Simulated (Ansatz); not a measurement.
Reaction (ligand exchange at the In–C bond): `C=[CH][InH][F]` + HI → `[F][InH][I]` + ethylene

Isolated molecules relaxed with PBE0-D4/def2-TZVP in Ansatz; ΔE leaves out vibrations. CCSD(T)/CBS is the MP2 limit (def2-TZVPP, def2-QZVPP) plus CCSD(T) − MP2 in def2-TZVPP, frozen cores. This one scheme is used for every species. def2 core potentials past Kr. For I, In outer-core shells are correlated without core-valence functions, which leaves a few kJ/mol of doubt a bond. Each species was taken in one conformer, which may not be the lowest.

`C=[CH][InH][F]`:

Cartesian coordinates in Å:
```
C -0.593 -0.605 -1.138
C 0.557 -0.429 -0.492
In 0.550 0.708 1.285
F -1.330 1.253 1.528
H -1.525 -0.180 -0.775
H -0.650 -1.182 -2.059
H 1.466 -0.872 -0.890
H 1.525 1.308 2.540
```

HI:

Z-matrix (Å, degrees):
```
I
H 1 1.610
```

`[F][InH][I]`:

Z-matrix (Å, degrees):
```
In
F 1 1.945
I 1 2.630 2 110.8
H 1 1.696 2 118.7 3 180.0
```

`C=C`:

Cartesian coordinates in Å:
```
C 0.498 -0.434 0.029
C -0.498 0.434 -0.029
H 1.507 -0.127 0.282
H 0.347 -1.489 -0.175
H -1.507 0.127 -0.282
H -0.347 1.489 0.175
```

```tsv
species	CCSD/def2-TZVPP energy (Eh)
`C=[CH][InH][F]`	-367.65687
HI	-297.72800
`[F][InH][I]`	-587.01571
`C=C`	-78.42519
```

(1) Work out ΔE.

Largest T1 diagnostic among the species: 0.015.

Answers

(1) ΔE = (-587.01571) + (-78.42519) − (-367.65687) − (-297.72800) = -0.05603 Eh = -1.52 eV. CCSD(T)/CBS gives -1.60 eV.

From r2SCAN to r2SCAN0 (25 % exact exchange), in def2-TZVPP and without D4, ΔE moves by −0.05 eV. In def2-TZVPP, CCSD(T) changes the Hartree–Fock value by +0.35 eV (the triples alone add +0.03 eV) and MP2 by +0.30 eV.
